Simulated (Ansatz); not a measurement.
Consider the redistribution: `[NH2][Ti]([Cl])([Cl])[Cl]` + `O[Si](O)(O)S` → `[SH][Ti]([Cl])([Cl])[Cl]` + `N[Si](O)(O)O`.

Program: Ansatz. Geometries: PBE0-D4/def2-TZVP. ΔE: electronic, gas phase. CCSD(T)/CBS adds triple-zeta CCSD(T) − MP2 to the extrapolated MP2 energy (def2 sets, frozen cores). DFT in def2-TZVPP. B3LYP here is the variant with VWN-RPA as its local correlation; programs differ in this. For Ti outer-core shells are correlated without core-valence functions, which leaves a few kJ/mol of doubt a bond. Scalar relativity is left out up to krypton. Each species was taken in one conformer, which may not be the lowest.

```tsv
level	ΔE (kcal/mol)	difference from CCSD(T)/CBS
r2SCAN-D4	-5.8	-0.1
B3LYP-D4	-5.5	0.2
r2SCANh-D4	-5.7	0.0
r2SCAN0-D4	-5.5	0.2
BHLYP-D4	-5.3	0.4
ωB97M-V	-4.4	1.3
PBE-QIDH	-6.7	-1.0
PBE	-4.8	0.9
revPBE	-4.3	1.4
BLYP	-5.5	0.2
r2SCAN	-5.8	-0.1
B3LYP	-5.5	0.2
r2SCANh	-5.7	0.0
MP2/def2-TZVPP	-8.4	-2.7
CCSD(T)/def2-TZVPP	-6.0	-0.3
HF/def2-QZVPP	-3.7	2.0
CCSD(T)/CBS	-5.7	0
```

Problem. What do rigid-rotor, harmonic-oscillator terms from PBE0-D4/def2-TZVP frequencies (298.15 K, 1 bar) make of the CCSD(T)/CBS value? (Estimate.)

Solution. Computed: ΔZPE = +0.8 kcal/mol, ΔH = -5.1 kcal/mol, ΔS = -12 J/(mol·K), ΔG = -4.2 kcal/mol. Modes under 50 cm⁻¹ make the entropy rough.

Largest T1 diagnostic among the species: 0.026, so the coupled-cluster value is less sure than usual.

Leaving LDA and LC-ωPBE aside and taking each functional with its dispersion term where it has one, the values, not all of them listed here, spread over 4.3 kcal/mol, from B2PLYP to ωB97X-V. LDA lies −1.2 kcal/mol from PBE without D4. At CCSD(T), def2-SVP lies +1.3 kcal/mol from the extrapolated value and def2-TZVPP −0.3 kcal/mol. In def2-TZVPP, CCSD(T) changes the Hartree–Fock value by −2.6 kcal/mol (the triples alone add −1.6 kcal/mol) and MP2 by −4.9 kcal/mol.
